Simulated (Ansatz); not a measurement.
In3P3⁺, 6 atoms. Hardware: 4 threads of Arm Neoverse V1 on a shared host.

In the def2 sets In takes a core potential; there is no spin–orbit coupling. Correlated methods freeze 27 core orbitals; core or outer-core shells of In are correlated, in sets that lack core-valence functions.

(1) How many basis functions does each of these Ansatz runs have, and roughly what does it cost? PBE-QIDH/def2-TZVP, charge 1 doublet, energy, from earlier orbitals; CCSD(T)/def2-SVP, charge 1 doublet, energy, from earlier orbitals; PBE0-D4/def2-TZVP, charge 1 doublet, energy, from earlier orbitals; PBE0-D4/def2-SVP, charge 1 doublet, energy with a search over starts; PBE-D4/def2-SVP, charge 1 doublet, energy, from earlier orbitals; r2SCAN-D4/def2-TZVP, charge 1 doublet, energy, from earlier orbitals; LC-ωPBE/def2-TZVP, charge 1 doublet, energy, from earlier orbitals; MP2/def2-TZVP, charge 1 doublet, energy, from earlier orbitals; PBE-D4/def2-SVP, charge 1 doublet, relaxation, 4 steps; HF/STO-3G, charge 1 doublet, energy; PBE0-D4/def2-SVP, charge 1 doublet, energy, from earlier orbitals; PBE-D4/def2-TZVP, charge 1 doublet, energy and forces, from earlier orbitals.

Results:

(1) Other jobs shared the machine, so times can vary by a factor of up to 3. A dash marks memory too small to be measured apart from the calling script's.

| run | functions | fitting or Cholesky vectors | wall time | peak host memory (GiB) |
| --- | --- | --- | --- | --- |
| PBE-D4/def2-SVP, charge 1 doublet, energy, from earlier orbitals | 132 | 1569 | 4.2 s | – |
| PBE0-D4/def2-SVP, charge 1 doublet, energy, from earlier orbitals | 132 | 1491 | 7.5 s | 0.58 |
| PBE-D4/def2-TZVP, charge 1 doublet, energy and forces, from earlier orbitals | 261 | 1974 | 11 s | 0.58 |
| PBE-D4/def2-SVP, charge 1 doublet, relaxation, 4 steps | 132 | 1569 | 12 s | – |
| PBE0-D4/def2-SVP, charge 1 doublet, energy with a search over starts | 132 | 1491 | 15 s | 0.6 |
| HF/STO-3G, charge 1 doublet, energy | 108 | 1391 | 19 s | 0.94 |
| r2SCAN-D4/def2-TZVP, charge 1 doublet, energy, from earlier orbitals | 261 | 1974 | 30 s | 0.7 |
| MP2/def2-TZVP, charge 1 doublet, energy, from earlier orbitals | 261 | 2119 | 31 s | 1.3 |
| PBE0-D4/def2-TZVP, charge 1 doublet, energy, from earlier orbitals | 261 | 2289 | 40 s | 1.5 |
| LC-ωPBE/def2-TZVP, charge 1 doublet, energy, from earlier orbitals | 261 | 1974 | 42 s | 1.9 |
| PBE-QIDH/def2-TZVP, charge 1 doublet, energy, from earlier orbitals | 261 | 2119 | 86 s | 1.5 |
| CCSD(T)/def2-SVP, charge 1 doublet, energy, from earlier orbitals | 132 | 1491 | 2.5 min | 2.1 |
